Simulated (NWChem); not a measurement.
Two isomers of C₄H₄OS, each optimised at PBE0/def2-SVP with NWChem. Flexible species stand in one conformer each, which need not be the lowest. 

A: C=C=C1OCS1
B: Oc1ccsc1

**Question.** Which is lower in energy, by how much, and how do their other properties compare?

**Answer.** B is lower by 60.9 kcal/mol in electronic energy; with zero-point energies, B − A = -59.7 kcal/mol.
|  | A | B |
|---|---|---|
| highest occupied level (eV) | -6.02 | -6.20 |
| orbital gap (eV) | 5.14 | 6.00 |
| dipole (D) | 0.88 | 1.91 |
| highest harmonic frequency (cm⁻¹) | 3195 | 3905 |
| zero-point energy (kcal/mol) | 43.7 | 44.9 |
